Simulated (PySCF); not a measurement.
A calculated (LDA, PySCF 2.14, dyall-av3z, the spin-free X2C one-electron Hamiltonian (Gaussian nucleus)) atom or ion has these occupied shells.

```csv
shell,electrons,orbital energy (eV),"rms radius, mean of both spins (bohr)"
1s α,1,-105.84,0.496
1s β,1,-105.26,0.496
2s α,1,-6.569,2.77
2p α,1,-3.072,3.30
```

Problem. Name the element and its charge.

Solution. Be (beryllium, neutral), in [He] 2s1 2p1, high-spin 3P determinant (an excited configuration).
